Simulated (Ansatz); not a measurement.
C$_{2}$H$_{9}$AlOSi, charge -1, doublet, geometry from GFN2-xTB (such geometries of metal compounds can be far from the true shape) (a state made from the parent by changing its charge; the spin is typed, not shown lowest) (a gas-phase anion, which may not be bound at this level); HF/6-311G** (Ansatz, a program for electronic structure).

Here is a job for Ansatz.
Ansatz 0.2 input:
```yaml
crystal:
  periodic: [false, false, false]
  atoms:
    - {symbol: Al, position_ang: [-0.34881118, 1.10957421, 0.02588643]}
    - {symbol: C, position_ang: [1.57507863, 1.93532482, 0.01894674]}
    - {symbol: H, position_ang: [2.31333395, 1.44510279, 0.66935395]}
    - {symbol: H, position_ang: [1.54088226, 2.98474538, 0.34283830]}
    - {symbol: H, position_ang: [2.02336401, 1.94741159, -0.98453090]}
    - {symbol: C, position_ang: [-0.91295206, 1.10326809, 2.04201371]}
    - {symbol: H, position_ang: [-1.89113415, 0.62875202, 2.20329754]}
    - {symbol: H, position_ang: [-1.01592447, 2.13232368, 2.41326227]}
    - {symbol: H, position_ang: [-0.22115536, 0.60292991, 2.73447405]}
    - {symbol: O, position_ang: [-0.22542362, -0.59625247, -0.52258112]}
    - {symbol: Si, position_ang: [-0.03155260, -2.12172623, -0.90871916]}
    - {symbol: H, position_ang: [-0.90794084, -3.00433504, -0.11069328]}
    - {symbol: H, position_ang: [1.35467161, -2.59695235, -0.73488805]}
    - {symbol: H, position_ang: [-0.38918583, -2.32181328, -2.33268279]}
basis:
  gaussian:
    orbitals: 6-311G__.json
hamiltonian:
  xc: hf
total_charge: -1
magnetization: {spin_polarized: true, initial_magnetization: 1}
```
The basis file holds 6-311G** in the JSON format of the Basis Set Exchange.

What the program printed (banner, timings and long lists left out):

```
Functional definition: HF
1538 factors; their error is unknown
mean field evaluation 1: about -18685.3362 eV, gradient 2.5e1 eV
mean field evaluation 2: about -18688.5933 eV, gradient 1.4e1 eV
mean field evaluation 4: about -18689.5775 eV, gradient 1.2e0 eV
mean field evaluation 8: about -18689.5990 eV, gradient 7.2e-2 eV
mean field -18689.70304011 eV, -686.8339183882 hartree, gradient 1.9e-5 eV, S^2 0.751756; 0 other end points of the search recorded, 0 dependent functions left out
reference -18689.70304011 eV, -686.8339183882 hartree; 29, 28 occupied and 133, 134 virtual orbitals, 1538 factors
Total energy: -18689.70304011 eV, -686.8339183882 hartree
```
